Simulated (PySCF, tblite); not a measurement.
Isomers of C3H11NOSi4. Computed with GFN2-xTB (tblite): harmonic, unscaled wavenumbers at the GFN2-xTB geometry, gas phase. The method is semi-empirical: single wavenumbers can be off by several per cent or more. Modes of hydrogen on silicon can be 10 to 20 % off. One conformer each.

Electronic energies: PBE0/pcSseg-1 single points on the GFN2-xTB geometries (PySCF, gas phase).

| SMILES | electronic energy, lowest = 0 (kcal/mol) |
| --- | --- |
| CC[Si@@H]1[Si@@H](O)[SiH2][Si@@H]1C#N | 0.0 |
| CO[Si@@]1(C#N)[SiH2][SiH2][Si@H]1C | 5.8 |
| C=CC(=O)[Si@@H]1[SiH2]N[SiH2][SiH2]1 | 13.1 |
| CCO[Si@@H]1[SiH2][SiH2][Si@@H]1C#N | 13.0 |
| C#CC[Si@@H]1[SiH2][Si@@H](N)[Si@@H]1O | 26.9 |

Question: How do GFN2-xTB zero-point energies change the relative energies?

Answer: 
```tsv
SMILES	ZPE (kcal/mol)	of it from modes above 1550 cm⁻¹	electronic (kcal/mol)	with ZPE, lowest = 0 (kcal/mol)	lowest mode (cm⁻¹)	rings
CC[Si@@H]1[Si@@H](O)[SiH2][Si@@H]1C#N	80.5	45.2	0.0	0.0	29	1
CO[Si@@]1(C#N)[SiH2][SiH2][Si@H]1C	80.0	44.5	5.8	5.3	32	1
CCO[Si@@H]1[SiH2][SiH2][Si@@H]1C#N	79.4	43.2	13.0	11.9	4i	1
C=CC(=O)[Si@@H]1[SiH2]N[SiH2][SiH2]1	77.3	44.5	13.1	9.9	6	1
C#CC[Si@@H]1[SiH2][Si@@H](N)[Si@@H]1O	78.7	46.7	26.9	25.0	24	1
```

The zero-point energies span 3.2 kcal/mol, from `C=CC(=O)[Si@@H]1[SiH2]N[SiH2][SiH2]1` to `CC[Si@@H]1[Si@@H](O)[SiH2][Si@@H]1C#N`. Slightly imaginary modes are left out of the zero-point energy: `CCO[Si@@H]1[SiH2][SiH2][Si@@H]1C#N` 4.4i cm⁻¹. The lowest isomer stays, but the order above it changes.

Question: And how do the electronic energies of GFN2-xTB itself compare?

Answer: `CC[Si@@H]1[Si@@H](O)[SiH2][Si@@H]1C#N` 14.4; `CO[Si@@]1(C#N)[SiH2][SiH2][Si@H]1C` 21.0; `CCO[Si@@H]1[SiH2][SiH2][Si@@H]1C#N` 10.4; `C=CC(=O)[Si@@H]1[SiH2]N[SiH2][SiH2]1` 0.0; `C#CC[Si@@H]1[SiH2][Si@@H](N)[Si@@H]1O` 21.9 kcal/mol, lowest = 0. Against the energies above, taken from the same isomer `CC[Si@@H]1[Si@@H](O)[SiH2][Si@@H]1C#N`, the largest difference is 27.5 kcal/mol.
